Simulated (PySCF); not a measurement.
Run record: excited-state job, `[H][Sn]([H])([CH3])[NH]C` (SnH2Me(NHMe)).

Method: TDDFT wB97X-D/def2-SVPD, vertical, gas phase, core orbitals frozen in the response, def2 core potentials past Kr (PySCF 2.14.0, density-fitted response routines). Geometry: PBE0-D3(BJ)/def2-SVP. A driver script takes a list of jobs; this job's settings line and coordinates (Å) are shown.

Input:
```
{"job": {"kind": "uv", "xc": "wB97X-D", "basis": "def2-SVPD", "ip": true, "nstates": 10}, "charge": 0, "multiplicity": 1}
Sn     0.637357     0.648865     0.360654
H      0.749727     0.558511     2.071625
H      2.224972     0.606157    -0.324628
C     -0.436577     2.381814    -0.306308
H      0.028149     3.295338     0.090016
H     -1.475536     2.326157     0.046856
H     -0.432737     2.432326    -1.404178
N     -0.494257    -0.963184    -0.190712
C     -0.066512    -2.307208     0.115321
H     -0.859960    -0.887454    -1.135983
H      0.784863    -2.691206    -0.486091
H      0.238392    -2.375782     1.173228
H     -0.897872    -3.024344    -0.009791
```

What does the run print?

```
coarse grid: 45760 points
cycle   1  E = -349.1933390144  dE = -2.228e+01  |g| = 2.491e+00  |ddm| = 1.083e+01
cycle   2  E = -349.7924179144  dE = -5.991e-01  |g| = 2.175e+00  |ddm| = 1.056e+01
cycle   3  E = -350.5806858748  dE = -7.883e-01  |g| = 9.957e-02  |ddm| = 3.144e+00
cycle   4  E = -350.5843155727  dE = -3.630e-03  |g| = 4.516e-02  |ddm| = 3.518e-01
cycle   5  E = -350.5848821705  dE = -5.666e-04  |g| = 2.370e-02  |ddm| = 9.827e-02
cycle   6  E = -350.5850360429  dE = -1.539e-04  |g| = 5.922e-03  |ddm| = 3.984e-02
cycle   7  E = -350.5850594207  dE = -2.338e-05  |g| = 2.385e-03  |ddm| = 2.302e-02
cycle   8  E = -350.5850627043  dE = -3.284e-06  |g| = 7.277e-04  |ddm| = 7.514e-03
final grid: 95800 points
cycle   9  E = -350.5820818454  dE = -6.650e-06  |g| = 1.127e-03  |ddm| = 1.011e-02
cycle  10  E = -350.5820820688  dE = -2.234e-07  |g| = 6.184e-04  |ddm| = 3.304e-03
cycle  11  E = -350.5820821455  dE = -7.664e-08  |g| = 9.712e-05  |ddm| = 1.290e-03
cycle  12  E = -350.5820821540  dE = -8.495e-09  |g| = 5.117e-05  |ddm| = 3.781e-04
cycle  13  E = -350.5820821563  dE = -2.320e-09  |g| = 1.462e-05  |ddm| = 2.505e-04
cycle  14  E = -350.5820821564  dE = -1.512e-10  |g| = 8.073e-06  |ddm| = 5.928e-05
converged SCF energy = -350.5820821564

Static polarisability (au): isotropic 76.035, principal 67.284 72.481 88.338

Singlet excitations
state   eV       nm        f      main configurations
  1   5.5247    224.4   0.02386   H->L+1 0.52, H->L+2 0.27, H->L 0.14
  2   6.1873    200.4   0.00931   H->L 0.60, H->L+1 0.19, H->L+3 0.10
  3   6.3388    195.6   0.04449   H->L+2 0.62, H->L+1 0.16, H->L 0.14
  4   6.9741    177.8   0.00980   H->L+3 0.68
  5   7.3912    167.7   0.01647   H->L+4 0.66, H->L+5 0.15
  6   7.5718    163.7   0.01053   H->L+5 0.65, H->L+4 0.17
  7   7.7991    159.0   0.01191   H->L+6 0.43, H->L+7 0.20, H->L+3 0.12
  8   7.8050    158.9   0.01065   H-1->L+1 0.62, H-1->L+2 0.17
  9   7.9259    156.4   0.10433   H-1->L 0.72, H-1->L+1 0.13, H-1->L+2 0.10
 10   8.0379    154.2   0.01455   H-2->L+1 0.46, H->L+7 0.18, H->L+6 0.10

Triplet excitations (Tamm-Dancoff, eV): 5.0892 6.0145 6.2069 6.8098
Vertical ionisation energy (delta-SCF) = 8.3619 eV
```

The SCF starts on a coarse grid where the log names one; the energy can jump when the final grid takes over, and dE then counts from the start density on the new grid. H and L stand for HOMO and LUMO; the number after each pair is its weight.

Give S1 in cm⁻¹ and kJ/mol.

5.5247 eV × 8065.54 = 44560 cm⁻¹; × 96.485 = 533.1 kJ/mol.

Give the mean polarisability as a volume in Å³, and the ratio of the largest to the smallest principal value.

76.035 au × 0.148185 = 11.27 Å³; 88.338/67.284 = 1.31.

Summary of the converged run: HOMO -8.18 eV, LUMO 1.83 eV; lowest singlet 5.52 eV; lowest triplet 5.09 eV (Tamm–Dancoff); mean polarisability 76.0 au.

Atoms past krypton carry effective core potentials; spin–orbit coupling is left out.

Estimate the wall time. Hardware: one thread of an Arm Neoverse V1, on a shared host.

About 44 s.

One conformer stands for the species.
Labels such as C1 count atoms from 1, the log's own numbers from 0.

The pairwise dispersion term of wB97X-D wasn't added to the energies; at a given geometry it leaves orbitals and properties as they are.
